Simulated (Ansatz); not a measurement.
Start from `C[Se][Al]([F])[F]` and change one atom or group to get `C#[C][Al]([F])[F]`.

Ansatz, PBE0-D4/def2-TZVP geometries, multiplicity 1. Each molecule was computed in one conformer, which needn't be the lowest.

Scalar relativity is left out up to krypton.

| property | `C[Se][Al]([F])[F]` |
| --- | --- |
| HOMO–LUMO gap (B3LYP/def2-TZVPP) / eV | 5.75 |
| HOMO energy (B3LYP/def2-TZVPP) / eV | -7.07 |
| LUMO energy (PBE0/def2-TZVPP) / eV | -1.02 |
| HOMO–LUMO gap (PBE0/def2-TZVPP) / eV | 6.29 |
| size of the dipole moment (PBE/def2-TZVPP) / D | 2.29 |
| HOMO–LUMO gap (ωB97M-V/def2-TZVPP) / eV | 10.05 |

(1) Give the same properties after the change, and the shifts. (Best estimate.)

## Answers

(1) The calculation gave: 
| property | `C#[C][Al]([F])[F]` | shift |
| --- | --- | --- |
| HOMO–LUMO gap (B3LYP/def2-TZVPP) / eV | 6.99 | 1.24 |
| HOMO energy (B3LYP/def2-TZVPP) / eV | -8.56 | -1.49 |
| LUMO energy (PBE0/def2-TZVPP) / eV | -1.32 | -0.30 |
| HOMO–LUMO gap (PBE0/def2-TZVPP) / eV | 7.50 | 1.21 |
| size of the dipole moment (PBE/def2-TZVPP) / D | 2.14 | -0.15 |
| HOMO–LUMO gap (ωB97M-V/def2-TZVPP) / eV | 11.59 | 1.54 |

With PBE0 the HOMO falls by 1.52 eV and the LUMO falls by 0.30 eV, so the gap widens by about 1.22 eV. PBE moves the HOMO by -1.40 eV and ωB97M-V by -1.67 eV. The zero-point energy changes by -51.5 kJ/mol with -6 modes. Dipoles are sizes alone; their direction can turn.

B3LYP here is the variant with VWN-RPA as its local correlation; programs differ in this.

Spin–orbit coupling is left out; it splits and shifts lone-pair levels of the heavy atoms by tenths of an eV.
